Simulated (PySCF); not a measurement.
C5H7F, SMILES C/C=C/C=C\F. Geometry: B3LYP-D3(BJ)/def2-SVP. The structure was generated by enumeration; whether it is a known compound was not checked. Other conformers were not sampled.

Computed equilibrium geometry at B3LYP-D3(BJ)/def2-SVP (PySCF confirms it by a frequency run) as Cartesian coordinates in Å, and its point group (one conformer of several):
point group Cs.
```xyz
13

C     -0.4398     2.8928     0.0000
C      0.4200     1.6685     0.0000
C     -0.0347     0.4020     0.0000
C      0.8227    -0.7716     0.0000
C      0.3871    -2.0383     0.0000
F     -0.9190    -2.3452     0.0000
H     -1.5106     2.6378     0.0000
H     -0.2374     3.5243    -0.8834
H     -0.2374     3.5243     0.8834
H      1.5058     1.8328     0.0000
H     -1.1147     0.2188     0.0000
H      1.9071    -0.6275     0.0000
H      1.0269    -2.9244     0.0000
```
Charge 0, spin multiplicity 1.
